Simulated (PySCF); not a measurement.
SMILES B/C=C\O (C2H5BO) (CAM-B3LYP/def2-SVP optimised geometry):

```
9

B      0.870     0.594     0.001
C      0.068    -0.686     0.000
C     -1.293    -0.686     0.000
O     -2.075     0.380     0.000
H      0.305     1.674     0.001
H      2.075     0.610     0.001
H      0.535    -1.674     0.000
H     -1.888    -1.607     0.000
H     -1.508     1.172     0.000
```

Calculation: CAM-B3LYP/def2-TZVP (PySCF).

What are the frontier orbital energies and the dipole moment?

HOMO-2 -11.13 eV, HOMO-1 -10.73 eV, HOMO -8.75 eV, LUMO -0.78 eV, LUMO+1 2.09 eV; dipole moment 0.83 D.

Meta-Löwdin charges at CAM-B3LYP/def2-TZVP: B1 -0.07, C2 -0.32, C3 0.21, O4 -0.42, H5 -0.02, H6 0.01, H7 0.12, H8 0.13, H9 0.36.
